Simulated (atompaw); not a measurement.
## An all-electron radial function and its pseudo partner (He (Z = 2))

Columns: radius, all-electron u(r) and pseudo u(r) of the 1s shell (level -15.76 eV) of helium in the configuration 1s2; PBE, scalar-relativistic, PAW (atompaw) scheme, atompaw 4.2.0.5.

```tsv
r (bohr)	all-electron	pseudo
0.031	0.1402	0.0887
0.062	0.2634	0.1763
0.092	0.3680	0.2592
0.123	0.4626	0.3420
0.154	0.5447	0.4209
0.185	0.6156	0.4953
0.215	0.6747	0.5624
0.246	0.7270	0.6259
0.277	0.7712	0.6833
0.308	0.8082	0.7342
0.338	0.8379	0.7772
0.369	0.8630	0.8152
0.400	0.8829	0.8468
0.431	0.8983	0.8721
0.462	0.9096	0.8917
0.492	0.9172	0.9055
0.523	0.9218	0.9149
0.554	0.9236	0.9201
0.585	0.9229	0.9215
0.615	0.9201	0.9198
0.646	0.9153	0.9155
0.677	0.9088	0.9091
0.708	0.9007	0.9010
0.738	0.8917	0.8918
0.769	0.8813	0.8813
0.800	0.8698	0.8698
```

(1) How many radial nodes do the two functions have?

(2) Is the pseudo-wave norm-conserving?

Results:

(1) The all-electron 1s function has n − l − 1 = 0; the pseudo-wave has 0.

(2) No, it belongs to a PAW set: the norm inside the radius is not constrained, and the difference is carried by the augmentation charge.
